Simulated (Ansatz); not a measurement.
Single points on `C#Cc1ccc(C#Cc2ccc(C#Cc3ccc(C#Cc4ccc(C#Cc5ccc(C#Cc6ccccc6)cc5)cc4)cc3)cc2)cc1`.

```yaml
crystal:
  periodic: [false, false, false]
  atoms:
    - {symbol: C, position_ang: [-20.694796, 0.147802, -0.186083]}
    - {symbol: C, position_ang: [-19.476753, 0.129665, -0.162514]}
    - {symbol: C, position_ang: [-18.053413, 0.108564, -0.135164]}
    - {symbol: C, position_ang: [-17.327283, -0.687692, -1.048496]}
    - {symbol: C, position_ang: [-15.939365, -0.708801, -1.022246]}
    - {symbol: C, position_ang: [-15.222463, 0.067455, -0.081512]}
    - {symbol: C, position_ang: [-13.805571, 0.047728, -0.055421]}
    - {symbol: C, position_ang: [-12.579822, 0.031377, -0.033743]}
    - {symbol: C, position_ang: [-11.163918, 0.013793, -0.010322]}
    - {symbol: C, position_ang: [-10.437157, -0.869222, -0.844745]}
    - {symbol: C, position_ang: [-9.050283, -0.885955, -0.822696]}
    - {symbol: C, position_ang: [-8.329199, -0.018134, 0.032634]}
    - {symbol: C, position_ang: [-6.913608, -0.031974, 0.051560]}
    - {symbol: C, position_ang: [-5.687344, -0.042121, 0.065596]}
    - {symbol: C, position_ang: [-4.271069, -0.051432, 0.078520]}
    - {symbol: C, position_ang: [-3.546308, -1.008287, -0.672526]}
    - {symbol: C, position_ang: [-2.159160, -1.015576, -0.662233]}
    - {symbol: C, position_ang: [-1.435532, -0.063771, 0.096426]}
    - {symbol: C, position_ang: [-0.019180, -0.067198, 0.101626]}
    - {symbol: C, position_ang: [1.207202, -0.068135, 0.102719]}
    - {symbol: C, position_ang: [2.623480, -0.066687, 0.100336]}
    - {symbol: C, position_ang: [3.347975, 0.985624, 0.710462]}
    - {symbol: C, position_ang: [4.735020, 0.990602, 0.702031]}
    - {symbol: C, position_ang: [5.459718, -0.058912, 0.087358]}
    - {symbol: C, position_ang: [6.876000, -0.052594, 0.076458]}
    - {symbol: C, position_ang: [8.102266, -0.045545, 0.064134]}
    - {symbol: C, position_ang: [9.518440, -0.035841, 0.047255]}
    - {symbol: C, position_ang: [10.245232, -1.164045, -0.402829]}
    - {symbol: C, position_ang: [11.632472, -1.153922, -0.419663]}
    - {symbol: C, position_ang: [12.353735, -0.014288, 0.009296]}
    - {symbol: C, position_ang: [13.770597, -0.002583, -0.011932]}
    - {symbol: C, position_ang: [14.995870, 0.008037, -0.031641]}
    - {symbol: C, position_ang: [16.416021, 0.020647, -0.055338]}
    - {symbol: C, position_ang: [17.129328, 1.213414, 0.206170]}
    - {symbol: C, position_ang: [18.522562, 1.219928, 0.180201]}
    - {symbol: C, position_ang: [19.230362, 0.045934, -0.103456]}
    - {symbol: C, position_ang: [18.534523, -1.141014, -0.361948]}
    - {symbol: C, position_ang: [17.141317, -1.159442, -0.340695]}
    - {symbol: C, position_ang: [11.626945, 1.113864, 0.458930]}
    - {symbol: C, position_ang: [10.239778, 1.102646, 0.479770]}
    - {symbol: C, position_ang: [4.735168, -1.112645, -0.520394]}
    - {symbol: C, position_ang: [3.348097, -1.115446, -0.515795]}
    - {symbol: C, position_ang: [-2.160330, 0.893094, 0.847574]}
    - {symbol: C, position_ang: [-3.547520, 0.898124, 0.840052]}
    - {symbol: C, position_ang: [-9.056155, 0.864882, 0.867152]}
    - {symbol: C, position_ang: [-10.443111, 0.879420, 0.847114]}
    - {symbol: C, position_ang: [-15.951629, 0.864898, 0.831657]}
    - {symbol: C, position_ang: [-17.339575, 0.884143, 0.805256]}
    - {symbol: H, position_ang: [-21.768721, 0.163811, -0.206869]}
    - {symbol: H, position_ang: [-17.872649, -1.289536, -1.779412]}
    - {symbol: H, position_ang: [-15.385490, -1.327246, -1.732545]}
    - {symbol: H, position_ang: [-10.983821, -1.542006, -1.509970]}
    - {symbol: H, position_ang: [-8.499090, -1.571844, -1.470528]}
    - {symbol: H, position_ang: [-4.094816, -1.745738, -1.264118]}
    - {symbol: H, position_ang: [-1.609697, -1.758992, -1.245419]}
    - {symbol: H, position_ang: [2.798545, 1.799913, 1.189266]}
    - {symbol: H, position_ang: [5.284434, 1.808840, 1.174033]}
    - {symbol: H, position_ang: [9.698398, -2.048734, -0.737810]}
    - {symbol: H, position_ang: [12.183711, -2.030548, -0.768348]}
    - {symbol: H, position_ang: [16.572578, 2.128316, 0.425985]}
    - {symbol: H, position_ang: [19.062185, 2.150223, 0.382235]}
    - {symbol: H, position_ang: [20.323913, 0.055693, -0.121708]}
    - {symbol: H, position_ang: [19.083519, -2.061437, -0.582905]}
    - {symbol: H, position_ang: [16.593898, -2.084156, -0.542219]}
    - {symbol: H, position_ang: [12.173931, 1.999049, 0.792471]}
    - {symbol: H, position_ang: [9.688738, 1.978873, 0.829790]}
    - {symbol: H, position_ang: [5.284716, -1.927517, -0.997994]}
    - {symbol: H, position_ang: [2.798698, -1.932656, -0.989577]}
    - {symbol: H, position_ang: [-1.611791, 1.631738, 1.437571]}
    - {symbol: H, position_ang: [-4.096977, 1.640824, 1.424171]}
    - {symbol: H, position_ang: [-8.509596, 1.538518, 1.531515]}
    - {symbol: H, position_ang: [-10.994294, 1.564658, 1.495651]}
    - {symbol: H, position_ang: [-15.407310, 1.467525, 1.562621]}
    - {symbol: H, position_ang: [-17.894563, 1.502040, 1.515188]}
basis:
  gaussian: {orbitals: def2-SVP, fitting: {mean_field: def2-universal-jkfit}, initial_orbitals: start.molden}
hamiltonian: {xc: pbe0, dispersion: d4}
scf: {omitted_lower_state_checks: [starts]}
output: {orbitals: {seedname: orbitals}}
```

The file start.molden holds the orbitals of an earlier run on this structure, at another level or in another basis.

```sh
$ ansatz run in.yaml --threads 4 --pin off --events-out ev --progress --plain --max-ram 46080MiB --backend cuda --devices 0, --max-vram 37GiB
```

Output, abridged:

```
Functional definition: PBE0
  name "PBE0"
  cite "Adamo & Barone, J. Chem. Phys. 110, 6158 (1999) doi:10.1063/1.478522"
  cite "Perdew, Burke & Ernzerhof, Phys. Rev. Lett. 77, 3865 (1996) doi:10.1103/PhysRevLett.77.3865"
  parent pbe
  parameter a = 0.25
  parameter kappa = 0.804
  parameter beta = 0.06672455060314922
  exchange = (1 - a)*pbe_x(kappa = kappa, mu = beta*pi^2/3) + a*exact_x
  correlation = pbe_c(beta = beta)
these checks for a lower state are left out or cut short: starts
4068 factors; integrals over basis functions are off by at most 2.2e-1 eV
mean field evaluation 1: about -50094.7222 eV, gradient 7.9e0 eV
mean field evaluation 2: about -50094.9685 eV, gradient 2.3e-1 eV
mean field evaluation 4: about -50094.9411 eV, gradient 1.1e-3 eV
mean field -50094.94110274 eV, -1840.9551299551 hartree, gradient 2.7e-5 eV, S^2 0.000000; 0 other end points of the search recorded, 0 dependent functions left out
reference -50094.94120595 eV, -1840.9551337480 hartree; 157, 157 occupied and 645, 645 virtual orbitals, 4068 factors
Total energy: -50097.28804082 eV, -1841.0413783385 hartree
Checks for a lower state left out: starts
```

Hardware: 4 threads of AMD EPYC 7R13 on a shared host and a share (37 GiB) of an NVIDIA H100 80GB HBM3. Wall time 8.5 s, peak host memory 1.2 GiB.

The first input with `hamiltonian: {xc: r2scan, dispersion: d4}`, `output: {forces: true, orbitals: {seedname: orbitals}}` (abridged; 6 s):

```
Functional definition: r2SCAN
mean field -50124.79040042 eV, -1842.0520714121 hartree, gradient 1.4e-5 eV, S^2 0.000000
Total energy: -50125.56435274 eV, -1842.0805136353 hartree
Atom 0 force    -0.000591    -0.000047     0.000083 eV/Å
Atom 1 force    -0.010231    -0.000430     0.000145 eV/Å
Atom 2 force    -0.001524     0.002413    -0.001830 eV/Å
Atom 3 force     0.010408    -0.004109    -0.001345 eV/Å
Atom 4 force    -0.008751    -0.002332     0.000071 eV/Å
Atom 5 force     0.003530     0.002005    -0.001684 eV/Å
Atom 6 force     0.006034    -0.000665     0.000243 eV/Å
Atom 7 force    -0.019170     0.000786    -0.000151 eV/Å
Atom 8 force     0.007127    -0.001719     0.000289 eV/Å
Atom 9 force     0.014319     0.005193     0.004792 eV/Å
Atom 10 force    -0.014075     0.006850     0.006350 eV/Å
Atom 11 force    -0.009776    -0.001327     0.000287 eV/Å
Atom 12 force     0.017704     0.000525     0.000507 eV/Å
Atom 13 force     0.007560    -0.000598     0.000359 eV/Å
Atom 14 force    -0.009282     0.004545    -0.001920 eV/Å
Atom 15 force     0.012195     0.001967     0.002720 eV/Å
Atom 16 force    -0.011404     0.003197     0.003851 eV/Å
Atom 17 force     0.008680    -0.000624     0.001024 eV/Å
Atom 18 force    -0.008456    -0.000117    -0.000238 eV/Å
Atom 19 force     0.004240    -0.000240     0.001185 eV/Å
Atom 20 force     0.002095     0.002075    -0.005035 eV/Å
Atom 21 force     0.003777    -0.003508     0.002647 eV/Å
Atom 22 force    -0.004126    -0.003342     0.003072 eV/Å
Atom 23 force    -0.001134     0.003119    -0.010420 eV/Å
Atom 24 force    -0.002163    -0.000506     0.001797 eV/Å
Atom 25 force    -0.011075    -0.000296    -0.001035 eV/Å
Atom 26 force    -0.000759    -0.003101     0.005873 eV/Å
Atom 27 force     0.014339     0.005961    -0.001697 eV/Å
Atom 28 force    -0.016912     0.001058     0.001109 eV/Å
Atom 29 force    -0.000539     0.001684    -0.000042 eV/Å
Atom 30 force     0.012608     0.000039    -0.000400 eV/Å
Atom 31 force     0.006075     0.000239    -0.001072 eV/Å
Atom 32 force     0.002940    -0.002804     0.002390 eV/Å
Atom 33 force    -0.002237    -0.007211    -0.002775 eV/Å
Atom 34 force     0.002368    -0.006108    -0.005273 eV/Å
Atom 35 force    -0.004373    -0.003409     0.007589 eV/Å
Atom 36 force     0.002066     0.010569    -0.003178 eV/Å
Atom 37 force    -0.003039     0.009050     0.001269 eV/Å
Atom 38 force    -0.015150    -0.001892    -0.000047 eV/Å
Atom 39 force     0.015988    -0.002211    -0.003333 eV/Å
Atom 40 force    -0.004363     0.000374     0.006553 eV/Å
Atom 41 force     0.004165     0.002158     0.003004 eV/Å
Atom 42 force    -0.012602    -0.004214    -0.005878 eV/Å
Atom 43 force     0.011629    -0.005315    -0.000430 eV/Å
Atom 44 force    -0.014612    -0.006386    -0.007835 eV/Å
Atom 45 force     0.015348    -0.004760    -0.004754 eV/Å
Atom 46 force    -0.009068     0.000506     0.001007 eV/Å
Atom 47 force     0.010686     0.000836     0.002903 eV/Å
Atom 48 force     0.000384    -0.000033     0.000063 eV/Å
Atom 49 force    -0.003070    -0.003983    -0.003476 eV/Å
Atom 50 force     0.003606    -0.004205    -0.003353 eV/Å
Atom 51 force    -0.006295    -0.000503    -0.000596 eV/Å
Atom 52 force     0.006750    -0.000848    -0.001059 eV/Å
Atom 53 force    -0.001910     0.006329     0.006711 eV/Å
Atom 54 force     0.001888     0.007812     0.005527 eV/Å
Atom 55 force    -0.001857     0.001604    -0.001097 eV/Å
Atom 56 force     0.001608     0.001245     0.000370 eV/Å
Atom 57 force    -0.006257    -0.003240    -0.001808 eV/Å
Atom 58 force     0.006033    -0.002837    -0.001082 eV/Å
Atom 59 force     0.002344    -0.013493    -0.000490 eV/Å
Atom 60 force    -0.002874    -0.014822    -0.001077 eV/Å
Atom 61 force    -0.000704     0.000254    -0.001695 eV/Å
Atom 62 force    -0.002418     0.013726     0.002515 eV/Å
Atom 63 force     0.002279     0.013833     0.002229 eV/Å
Atom 64 force     0.005400     0.001451     0.001690 eV/Å
Atom 65 force    -0.006322     0.003154     0.000952 eV/Å
Atom 66 force     0.001897    -0.001189    -0.001267 eV/Å
Atom 67 force    -0.001902    -0.001260    -0.001367 eV/Å
Atom 68 force     0.002452    -0.005988    -0.005490 eV/Å
Atom 69 force    -0.001930    -0.006928    -0.006793 eV/Å
Atom 70 force     0.007291     0.001253     0.001610 eV/Å
Atom 71 force    -0.007103     0.001083     0.000693 eV/Å
Atom 72 force     0.003635     0.004652     0.003598 eV/Å
Atom 73 force    -0.003389     0.005052     0.003941 eV/Å
Dipole moment:     0.260534     0.005257    -0.008644 e Å
Checks for a lower state left out: starts
```

First input, but with `hamiltonian: {xc: pbe, dispersion: d4}`, `output: {forces: true, orbitals: {seedname: orbitals}}` (abridged; 5.5 s):

```
Functional definition: PBE
mean field -50091.22995637 eV, -1840.8187478416 hartree, gradient 1.5e-5 eV, S^2 0.000000
Total energy: -50093.97016718 eV, -1840.9194487314 hartree
Atom 0 force    -0.538115     0.007930    -0.010261 eV/Å
Atom 1 force     0.620804    -0.009805     0.012340 eV/Å
Atom 2 force    -0.153647     0.004474    -0.004592 eV/Å
Atom 3 force    -0.000702    -0.019102    -0.019474 eV/Å
Atom 4 force     0.005917    -0.015154    -0.014209 eV/Å
Atom 5 force     0.147859    -0.000218     0.001158 eV/Å
Atom 6 force    -0.572639     0.006904    -0.009787 eV/Å
Atom 7 force     0.558826    -0.006988     0.010140 eV/Å
Atom 8 force    -0.134009    -0.000041    -0.001940 eV/Å
Atom 9 force    -0.002402    -0.007910    -0.008267 eV/Å
Atom 10 force     0.002673    -0.006786    -0.005880 eV/Å
Atom 11 force     0.130917    -0.002973     0.002593 eV/Å
Atom 12 force    -0.558356     0.005039    -0.005795 eV/Å
Atom 13 force     0.583478    -0.005579     0.007256 eV/Å
Atom 14 force    -0.149309     0.004930    -0.002521 eV/Å
Atom 15 force    -0.004808    -0.012139    -0.008724 eV/Å
Atom 16 force     0.005543    -0.011341    -0.006918 eV/Å
Atom 17 force     0.148796    -0.001285     0.001995 eV/Å
Atom 18 force    -0.584455     0.000118    -0.000394 eV/Å
Atom 19 force     0.580358    -0.000963     0.002089 eV/Å
Atom 20 force    -0.139083     0.001441    -0.004008 eV/Å
Atom 21 force    -0.012364     0.012299     0.012071 eV/Å
Atom 22 force     0.011944     0.012715     0.011642 eV/Å
Atom 23 force     0.139967     0.003247    -0.010520 eV/Å
Atom 24 force    -0.578047    -0.004015     0.007894 eV/Å
Atom 25 force     0.565530     0.002878    -0.006548 eV/Å
Atom 26 force    -0.141988    -0.004242     0.007656 eV/Å
Atom 27 force    -0.001901    -0.011577    -0.008564 eV/Å
Atom 28 force    -0.000599    -0.016342    -0.005346 eV/Å
Atom 29 force     0.141511     0.002822    -0.002007 eV/Å
Atom 30 force    -0.567194    -0.005012     0.009003 eV/Å
Atom 31 force     0.590732     0.005230    -0.010276 eV/Å
Atom 32 force    -0.147604    -0.004180     0.004801 eV/Å
Atom 33 force    -0.015664     0.012701     0.002606 eV/Å
Atom 34 force     0.027851     0.033459     0.003773 eV/Å
Atom 35 force     0.040233    -0.002846     0.006372 eV/Å
Atom 36 force     0.027768    -0.028670    -0.012510 eV/Å
Atom 37 force    -0.016436    -0.011138    -0.003452 eV/Å
Atom 38 force     0.001069     0.015556     0.006378 eV/Å
Atom 39 force    -0.000378     0.015009     0.004225 eV/Å
Atom 40 force     0.011790    -0.015661    -0.002110 eV/Å
Atom 41 force    -0.011980    -0.013758    -0.006210 eV/Å
Atom 42 force     0.004358     0.009922     0.005483 eV/Å
Atom 43 force    -0.005409     0.008695     0.011041 eV/Å
Atom 44 force     0.002026     0.006741     0.005019 eV/Å
Atom 45 force    -0.001450     0.008393     0.008150 eV/Å
Atom 46 force     0.005270     0.012947     0.015788 eV/Å
Atom 47 force    -0.000759     0.016216     0.020604 eV/Å
Atom 48 force    -0.256364     0.003798    -0.004914 eV/Å
Atom 49 force    -0.119473    -0.131290    -0.158157 eV/Å
Atom 50 force     0.122290    -0.135276    -0.153671 eV/Å
Atom 51 force    -0.123401    -0.142891    -0.141577 eV/Å
Atom 52 force     0.124824    -0.146240    -0.138085 eV/Å
Atom 53 force    -0.119396    -0.149706    -0.118679 eV/Å
Atom 54 force     0.119564    -0.149777    -0.117738 eV/Å
Atom 55 force    -0.119739     0.173724     0.100473 eV/Å
Atom 56 force     0.119499     0.174481     0.100069 eV/Å
Atom 57 force    -0.123378    -0.190412    -0.072833 eV/Å
Atom 58 force     0.124066    -0.188484    -0.074756 eV/Å
Atom 59 force    -0.115025     0.180149     0.046165 eV/Å
Atom 60 force     0.114897     0.185414     0.042345 eV/Å
Atom 61 force     0.235205     0.002355    -0.005608 eV/Å
Atom 62 force     0.117370    -0.184360    -0.045038 eV/Å
Atom 63 force    -0.113094    -0.181872    -0.040617 eV/Å
Atom 64 force     0.122521     0.188955     0.072100 eV/Å
Atom 65 force    -0.124315     0.188456     0.075321 eV/Å
Atom 66 force     0.119813    -0.173745    -0.102117 eV/Å
Atom 67 force    -0.119799    -0.174075    -0.101722 eV/Å
Atom 68 force     0.119949     0.150482     0.119348 eV/Å
Atom 69 force    -0.119606     0.150207     0.117047 eV/Å
Atom 70 force     0.124391     0.143981     0.142245 eV/Å
Atom 71 force    -0.125157     0.146095     0.138132 eV/Å
Atom 72 force     0.120287     0.132327     0.158370 eV/Å
Atom 73 force    -0.121851     0.135767     0.154135 eV/Å
Dipole moment:     0.257006     0.004838    -0.007993 e Å
Checks for a lower state left out: starts
```

Geometry: r2SCAN-D4/def2-SVP.

Single mean-field runs in def2-SVP are fitted with def2-universal-jkfit.
